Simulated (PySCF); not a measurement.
Delta-SCF ions had no search for a lower state. Excitations are Tamm–Dancoff values on a coarser integration grid. The basis has no diffuse functions, so Rydberg states are missing or too high.

Cartesian coordinates (Å):
SMILES: C([Si](CC)([SiH3])[SiH3])C
```xyz
23

C      2.4262    -0.6743     0.9947
C      0.9066    -0.7340     1.1917
Si    -0.1042     0.3206    -0.0422
Si     0.5144     2.5872     0.1375
Si     0.3731    -0.3660    -2.2480
C     -1.9781     0.1445     0.2948
C     -2.5229    -1.2792     0.1172
H      2.7220    -1.0273    -0.0153
H      2.9631    -1.3042     1.7338
H      2.8134     0.3604     1.0995
H      0.6281    -0.3982     2.2153
H      0.5432    -1.7818     1.1057
H      0.3004     3.0987     1.5418
H     -0.3124     3.4367    -0.7944
H      1.9655     2.7961    -0.2129
H     -0.5550     0.3142    -3.2229
H      1.7869    -0.0196    -2.6396
H      0.2060    -1.8570    -2.4148
H     -2.5085     0.8535    -0.3773
H     -2.1645     0.5108     1.3288
H     -2.3679    -1.6498    -0.9176
H     -3.6116    -1.3316     0.3263
H     -2.0240    -1.9997     0.7978
```
Charge 0, spin multiplicity 1.

Problem. Estimate the HOMO, LUMO, brightest of the four lowest singlets (TDA), vertical ionisation energy (Delta-SCF), total energy, S1 oscillator strength, S1–T1 gap (TDA) and T1 excitation (TDA) that PBE-D3(BJ)/def2-TZVP // PBE-D3(BJ)/def2-SVP (PySCF) returns for this input.

Solution. 
```yaml
HOMO: -6.41 eV
LUMO: -0.99 eV
brightest of the four lowest singlets (TDA): 5.96 eV
vertical ionisation energy (Delta-SCF): 8.83 eV
total_energy: -1029.9499 Ha
S1 oscillator strength: 0.016
S1–T1 gap (TDA): 0.75 eV
T1 excitation (TDA): 5.03 eV
```
